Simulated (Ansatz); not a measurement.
Relaxation of the cluster Na6Zr with RKS PBE-D4/def2-SVP.

```sh
$ ansatz run in.yaml --threads 4 --pin off --events-out ev --progress --plain --max-ram 8704MiB
```

```yaml
crystal:
  periodic: [false, false, false]
  atoms:
    - {symbol: Zr, position_ang: [-0.266980, 0.008670, -0.161920]}
    - {symbol: Na, position_ang: [-0.077440, 0.406010, -2.042760]}
    - {symbol: Na, position_ang: [-0.773680, 0.689840, 1.362940]}
    - {symbol: Na, position_ang: [1.415950, -0.521130, 0.080580]}
    - {symbol: Na, position_ang: [0.818240, -0.691280, -1.335910]}
    - {symbol: Na, position_ang: [0.748980, 0.450800, 1.232380]}
    - {symbol: Na, position_ang: [-1.865050, -0.342920, 0.864680]}
basis:
  gaussian: {orbitals: def2-SVP}
hamiltonian: {xc: pbe, dispersion: d4}
scf: {lower_state_search: "off"}
output: {orbitals: {seedname: orbitals}}
relax: {f_tol: 0.02, max_steps: 100}
```

Hardware: 4 threads of Intel Xeon 6975P-C on a shared host. Wall time 40 s.

Positions (Å) and forces (eV/Å) at steps 1, 2, 3, 4, 5, 6, 7, 8, 9, 10, 11, 12, 13, 16, 19, 20, 22, 25, 26 of 26:

```xyz
7
step=1 energy=-27694.6442 eV
Zr   -0.267    0.009   -0.162  -25.071    0.815  -15.204
Na   -0.077    0.406   -2.043   -5.198   10.137  -15.611
Na   -0.774    0.690    1.363  -10.493   16.326   19.679
Na    1.416   -0.521    0.081   25.671   -8.731    8.720
Na    0.818   -0.691   -1.336   11.825  -16.369  -18.872
Na    0.749    0.451    1.232   19.976    7.248   18.965
Na   -1.865   -0.343    0.865  -16.711   -9.425    2.324
7
step=2 energy=-27714.1149 eV
Zr   -0.371    0.012   -0.225  -11.176    0.363   -6.778
Na   -0.051    0.434   -2.234   -2.632    6.242   -9.808
Na   -0.838    0.750    1.508   -5.382    9.152   10.515
Na    1.548   -0.556    0.091   12.727   -4.394    4.723
Na    0.915   -0.752   -1.462    6.402   -9.185   -9.897
Na    0.821    0.479    1.346   10.262    3.648    9.219
Na   -2.024   -0.367    0.975  -10.200   -5.825    2.025
7
step=3 energy=-27726.3155 eV
Zr   -0.486    0.016   -0.295   -5.699    0.185   -3.456
Na   -0.036    0.512   -2.415   -0.933    3.817   -5.983
Na   -0.906    0.848    1.645   -3.213    5.461    6.363
Na    1.688   -0.620    0.127    6.560   -2.689    2.423
Na    1.000   -0.851   -1.588    3.897   -5.483   -5.948
Na    0.920    0.535    1.455    5.299    2.304    4.769
Na   -2.181   -0.440    1.071   -5.913   -3.595    1.832
7
step=4 energy=-27733.5949 eV
Zr   -0.580    0.019   -0.352   -4.077    0.132   -2.471
Na   -0.030    0.607   -2.560   -0.148    2.796   -4.146
Na   -0.977    0.968    1.784   -1.903    3.816    4.464
Na    1.804   -0.692    0.165    3.966   -1.877    1.379
Na    1.084   -0.972   -1.719    2.897   -3.848   -3.861
Na    1.011    0.601    1.542    3.139    1.646    2.930
Na   -2.311   -0.531    1.140   -3.874   -2.665    1.706
7
step=5 energy=-27738.7461 eV
Zr   -0.718    0.023   -0.435   -2.507    0.081   -1.521
Na   -0.014    0.701   -2.691    0.201    1.885   -2.979
Na   -1.033    1.089    1.926   -1.283    2.344    2.746
Na    1.912   -0.753    0.205    2.566   -1.436    0.765
Na    1.178   -1.094   -1.838    1.731   -2.358   -2.475
Na    1.098    0.655    1.621    1.929    1.290    1.961
Na   -2.424   -0.622    1.212   -2.636   -1.806    1.502
7
step=6 energy=-27742.0597 eV
Zr   -0.872    0.028   -0.529   -1.079    0.035   -0.655
Na    0.012    0.802   -2.844    0.219    1.278   -1.756
Na   -1.086    1.208    2.071   -0.919    1.495    1.511
Na    2.029   -0.824    0.244    1.379   -0.931    0.443
Na    1.277   -1.215   -1.955    0.844   -1.492   -1.557
Na    1.191    0.719    1.709    1.072    0.852    1.044
Na   -2.552   -0.719    1.303   -1.516   -1.236    0.970
7
step=7 energy=-27743.7622 eV
Zr   -0.934    0.030   -0.566   -0.390    0.012   -0.237
Na    0.033    0.917   -2.969    0.161    0.788   -1.028
Na   -1.158    1.344    2.191   -0.779    0.943    0.864
Na    2.116   -0.897    0.273    0.859   -0.661    0.264
Na    1.344   -1.350   -2.079    0.362   -0.929   -1.117
Na    1.260    0.787    1.774    0.661    0.612    0.658
Na   -2.660   -0.832    1.376   -0.874   -0.764    0.595
7
step=8 energy=-27744.9959 eV
Zr   -0.941    0.030   -0.570    0.185   -0.006    0.112
Na    0.049    1.025   -3.076    0.216    0.632   -0.909
Na   -1.263    1.475    2.289   -0.647    0.568    0.397
Na    2.204   -0.977    0.299    0.578   -0.607    0.093
Na    1.376   -1.479   -2.221    0.026   -0.548   -0.773
Na    1.327    0.862    1.842    0.378    0.576    0.486
Na   -2.752   -0.937    1.437   -0.737   -0.615    0.594
7
step=9 energy=-27745.8245 eV
Zr   -0.880    0.028   -0.534    0.063   -0.002    0.038
Na    0.082    1.149   -3.223    0.068    0.339   -0.451
Na   -1.397    1.589    2.350   -0.447    0.350    0.244
Na    2.304   -1.094    0.323    0.426   -0.444    0.073
Na    1.363   -1.588   -2.371   -0.006   -0.335   -0.520
Na    1.401    0.974    1.923    0.282    0.421    0.357
Na   -2.873   -1.058    1.531   -0.385   -0.328    0.259
7
step=10 energy=-27746.2838 eV
Zr   -0.817    0.026   -0.495    0.419   -0.014    0.254
Na    0.078    1.253   -3.349   -0.032    0.137   -0.137
Na   -1.543    1.691    2.404   -0.208    0.118    0.001
Na    2.434   -1.240    0.360    0.041   -0.167   -0.005
Na    1.339   -1.684   -2.528   -0.101   -0.108   -0.188
Na    1.500    1.112    2.026    0.023    0.165    0.043
Na   -2.992   -1.158    1.583   -0.143   -0.131    0.031
7
step=11 energy=-27746.4512 eV
Zr   -0.665    0.021   -0.403    0.322   -0.010    0.195
Na    0.003    1.323   -3.397   -0.045    0.043   -0.016
Na   -1.672    1.778    2.435   -0.042    0.014   -0.069
Na    2.524   -1.378    0.397   -0.059   -0.029   -0.035
Na    1.302   -1.766   -2.659   -0.081   -0.010   -0.006
Na    1.580    1.245    2.092   -0.057    0.033   -0.036
Na   -3.072   -1.223    1.536   -0.037   -0.040   -0.034
7
step=12 energy=-27746.5183 eV
Zr   -0.494    0.016   -0.300    0.153   -0.005    0.093
Na   -0.143    1.345   -3.345   -0.023    0.032   -0.032
Na   -1.716    1.827    2.354    0.016    0.010   -0.032
Na    2.609   -1.417    0.407   -0.033    0.006   -0.040
Na    1.207   -1.811   -2.662   -0.021   -0.010    0.029
Na    1.631    1.280    2.165   -0.051   -0.004   -0.011
Na   -3.094   -1.240    1.382   -0.041   -0.030   -0.007
7
step=13 energy=-27746.5428 eV
Zr   -0.365    0.012   -0.221    0.016    0.000    0.010
Na   -0.244    1.379   -3.315   -0.012   -0.011    0.001
Na   -1.726    1.924    2.236    0.013    0.003    0.003
Na    2.742   -1.349    0.323   -0.006    0.026   -0.012
Na    1.095   -1.903   -2.619    0.008   -0.004    0.010
Na    1.614    1.207    2.319   -0.015   -0.025   -0.001
Na   -3.116   -1.269    1.277   -0.004    0.011   -0.011
7
step=16 energy=-27746.5774 eV
Zr   -0.248    0.007   -0.150   -0.001    0.000   -0.001
Na   -0.612    1.072   -3.346   -0.010   -0.017    0.015
Na   -1.617    1.974    2.273    0.001   -0.003   -0.001
Na    3.032   -0.958    0.141   -0.001    0.015    0.003
Na    1.175   -1.960   -2.541    0.000    0.003    0.002
Na    1.569    0.809    2.648    0.002   -0.016   -0.002
Na   -3.299   -0.944    0.975    0.009    0.017   -0.015
7
step=19 energy=-27746.6231 eV
Zr   -0.130    0.003   -0.078    0.017   -0.001    0.011
Na   -1.049    0.702   -3.261   -0.031   -0.034    0.049
Na   -1.509    1.940    2.349   -0.006   -0.011   -0.005
Na    3.225   -0.647    0.066   -0.008    0.011    0.008
Na    1.294   -1.934   -2.480   -0.007    0.011   -0.003
Na    1.577    0.492    2.845    0.003   -0.010   -0.011
Na   -3.408   -0.557    0.559    0.032    0.034   -0.049
7
step=20 energy=-27746.6517 eV
Zr   -0.076    0.001   -0.046    0.010    0.000    0.006
Na   -1.198    0.604   -3.179   -0.039   -0.043    0.054
Na   -1.495    1.923    2.357   -0.013   -0.010    0.000
Na    3.266   -0.607    0.068    0.009    0.007    0.003
Na    1.308   -1.918   -2.471   -0.006    0.011   -0.011
Na    1.596    0.450    2.879    0.006   -0.008    0.006
Na   -3.400   -0.454    0.392    0.032    0.043   -0.058
7
step=22 energy=-27746.7051 eV
Zr    0.024   -0.002    0.015    0.002    0.000    0.001
Na   -1.465    0.378   -3.013    0.004   -0.035    0.039
Na   -1.526    1.875    2.394    0.016   -0.031   -0.027
Na    3.367   -0.562    0.063   -0.030    0.018    0.001
Na    1.329   -1.869   -2.514   -0.015    0.031    0.027
Na    1.636    0.401    2.970   -0.014   -0.017   -0.028
Na   -3.364   -0.221    0.085    0.038    0.033   -0.014
7
step=25 energy=-27746.7237 eV
Zr    0.013   -0.001    0.008   -0.029    0.001   -0.017
Na   -1.565   -0.013   -3.010    0.013   -0.002    0.019
Na   -1.431    1.835    2.442   -0.004    0.002    0.003
Na    3.388   -0.221   -0.008   -0.005    0.001    0.002
Na    1.417   -1.835   -2.451    0.001   -0.002   -0.005
Na    1.566    0.060    3.012    0.000   -0.001   -0.005
Na   -3.388    0.174    0.007    0.023    0.001    0.003
7
step=26 energy=-27746.7242 eV
Zr    0.003    0.000    0.002   -0.004    0.000   -0.003
Na   -1.560   -0.042   -3.003   -0.001    0.001   -0.001
Na   -1.431    1.837    2.450    0.000    0.003    0.007
Na    3.382   -0.194   -0.009    0.002   -0.002   -0.002
Na    1.424   -1.837   -2.455    0.006   -0.004   -0.003
Na    1.561    0.034    3.006   -0.001    0.002    0.003
Na   -3.378    0.202    0.009   -0.002   -0.001    0.000
```

In the def2 sets Zr takes a core potential; there is no spin–orbit coupling. The relaxation made no stability test and no search for a lower SCF solution. No other spin state of charge 0 was run. The structure comes from a short search, and lower isomers may exist.
